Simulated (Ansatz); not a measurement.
Ansatz (a quantum-chemistry and plane-wave program) input (B2PLYP/def2-TZVPD):

Ansatz 0.2 input:
```yaml
crystal:
  periodic: [false, false, false]
  atoms:
    - {symbol: Mn, position_ang: [-0.20061382, -0.16836485, 0.30226778]}
    - {symbol: Cl, position_ang: [0.88216500, 0.78708165, -1.35917739]}
    - {symbol: O, position_ang: [-1.02753334, -1.04127024, 1.66309477]}
    - {symbol: H, position_ang: [-1.76119258, -0.84110490, 2.24456298]}
basis:
  gaussian:
    orbitals: def2-TZVPD
hamiltonian:
  xc: {name: B2PLYP}
total_charge: -1
magnetization: {spin_polarized: true, initial_magnetization: 4}
correlation: {electrons: outside_noble_gas}
```

End of the output:

```
integrals: 0.17 GiB planned
1027 factors; integrals over basis functions are off by at most 1.1e-3 eV
mean field: 0.96 GiB planned
mean field evaluation 1: about -45890.8473 eV, gradient 2.3e1 eV
mean field evaluation 2: about -45890.9585 eV, gradient 2.3e1 eV
mean field evaluation 4: about -45893.4958 eV, gradient 3.8e0 eV
mean field evaluation 8: about -45893.8252 eV, gradient 1.0e0 eV
mean field evaluation 16: about -45893.8789 eV, gradient 3.8e-3 eV
mean field -45893.87894367 eV, -1686.5689431916 hartree, gradient 8.2e-6 eV, S^2 6.526826; 0 other end points of the search recorded, 0 dependent functions left out
15 core orbitals not correlated
reference -45893.87907187 eV, -1686.5689479026 hartree; 13, 9 occupied and 115, 119 virtual orbitals, 1027 factors
second order -20.03122159 eV of doubles, -0.00000000 eV of singles
Total energy: -45899.28750169 eV, -1686.7677040328 hartree
```

This state (charge -1, quintet) is run at the relaxed geometry of the species with charge 0 and multiplicity 6.

The determinant is spin-contaminated: <S^2> is 6.53 against 6.00 for a pure state.
